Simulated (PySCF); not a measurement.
# Working out the ionisation energy of S+

S+ [Ne] 3s2 3p3 (4S) → S(2+) [Ne] 3s2 3p2 (3P). All numbers are calculated (PySCF 2.14, the non-relativistic Hamiltonian (point nucleus), in cc-pV(T+d)Z). Frozen: [Ne]. Energies in hartree (1 hartree = 27.21139 eV):

```tsv
part	S+ (lower)	S(2+) (upper)
UHF	-397.170009	-396.335049
CCSD correlation	-0.109811	-0.089700
(T)	-0.003586	-0.002180
```

Task: What does Hartree-Fock give?

Result: (-396.335049) − (-397.170009) = 0.834960 hartree = 22.720 eV.

Task: What do CCSD and CCSD(T) give?

Result: The CCSD correlation energies differ by 0.020111 hartree = 0.547 eV and the triples by 0.001406 hartree = 0.038 eV, so CCSD gives 23.267 eV and CCSD(T) 23.305 eV.

Reference: 23.338 eV (measured; NIST Atomic Spectra Database, ionization energies), between the lowest levels; spin-orbit coupling is absent from the calculation.

What remains against the reference includes basis incompleteness, the frozen core and higher excitations.
